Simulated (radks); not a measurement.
Question: Species: Cr3+. Configuration: [Ar] 3d3 (the NIST ground configuration). Method: Dirac Kohn-Sham, PBE, spin-unpolarised, spherical densities, point nucleus; open shells fill j = l - 1/2 first; computed with a radial shooting solver on a logarithmic mesh with Libxc functionals.

Spin-orbit splittings of the eigenvalues, e(l+1/2) - e(l-1/2), with zeta = 2 splitting/(2l+1) and mean radii in bohr:

| shell | occ. | splitting (eV) | zeta (eV) | <r> j=l-1/2 | <r> j=l+1/2 |
|---|---|---|---|---|---|
| 2p | 6 | 8.643 | 5.762 | 0.2579 | 0.2608 |
| 3p | 6 | 1.070 | 0.7131 | 0.9330 | 0.9409 |
| 3d | 3 | ? | ? | 1.106 | 1.109 |

Estimate the 3d splitting.

Answer: 0.1101 eV (zeta = 0.04405 eV).
